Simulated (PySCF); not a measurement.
Members of the series GeXY, Y = H; each row names its spin state. Gas-phase values, no solvent. One relaxed conformer stands for each flexible species; it need not be the lowest. Strings in code marks are SMILES.

Quantity: adiabatic spin-state energy, in kcal/mol.

A: `N#[C][GeH]`: multiplicity 3 minus multiplicity 1
B: `[SiH3][GeH]`: multiplicity 3 minus multiplicity 1
C: `[F][GeH]`: multiplicity 3 minus multiplicity 1
D: `[C-]#[N+][GeH]`: multiplicity 3 minus multiplicity 1
E: `[NH2][GeH]`: multiplicity 3 minus multiplicity 1
F: `[OH][GeH]`: multiplicity 3 minus multiplicity 1

Problem. Order them by adiabatic spin-state energy (lowest first) at the level B3LYP/LANL2DZ // PBE0-D3(BJ)/def2-TZVP (PySCF).

Solution. B (16.9 kcal/mol), A (28.6 kcal/mol), D (35.3 kcal/mol), F (41.8 kcal/mol), C (42.1 kcal/mol), E (45.1 kcal/mol)
